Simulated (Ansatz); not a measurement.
`[SH][Ge]([SH])([Cl])[Cl]` → 2 Cl• + Ge• + 2 H• + 2 S•  (atomization)

Isolated molecules relaxed with PBE0-D4/def2-TZVP in Ansatz; ΔE leaves out vibrations. CCSD(T)/CBS adds triple-zeta CCSD(T) − MP2 to the extrapolated MP2 energy (def2 sets, frozen cores). This one scheme is used for every species, atoms too. DFT in def2-TZVPP. B3LYP here is the variant with VWN-RPA as its local correlation; programs differ in this. HSE06 is defined as in plane-wave codes. Open shells (•) are unrestricted, without spin–orbit coupling. Spin–orbit coupling would lower the free atoms: a little for Cl, S; clearly for Ge. For Ge outer-core shells are correlated without core-valence functions, so the limit isn't a true one: a few kJ/mol of doubt a bond, and 10 to 20 or more in all where bonds break to atoms. Scalar relativity is left out up to krypton. Each species was taken in one conformer, which may not be the lowest.

What is ΔE at CCSD(T)/CBS? (Estimate.)

Computed: +2010.7 kJ/mol.

What do these levels give: BLYP-D4, B3LYP-D4, r2SCAN0-D4, HSE06-D4, BHLYP, LC-ωPBE? (Best estimate.)

The calculation gave: BLYP-D4 1960.9, B3LYP-D4 1967.1, r2SCAN0-D4 1989.6, HSE06-D4 2014.3, BHLYP 1870.3, LC-ωPBE 1947.4 kJ/mol.

Largest T1 diagnostic among the species: 0.010.

At CCSD(T), def2-SVP lies −211.2 kJ/mol from the extrapolated value and def2-TZVPP −67.0 kJ/mol: correlation converges slowly with the basis, and small sets miss more of it in the bonded molecule than in its fragments. From PBE to PBE0 (25 % exact exchange), in def2-TZVPP and without D4, ΔE moves by −31.2 kJ/mol: exact exchange takes away binding that semilocal exchange gives to molecules. The D4 term adds +49.9 kJ/mol with B3LYP and +26.3 kJ/mol with PBE0; it sums over pairs of atoms, weighted by their polarisabilities, and B3LYP, whose exchange is more repulsive, gets the larger term.

For atomizations the MP2-based limit and the directly extrapolated one differ by several kJ/mol either way, and by 10 to 25 for some Ge, Se and Sn compounds, so smaller differences from it don't rank the levels.
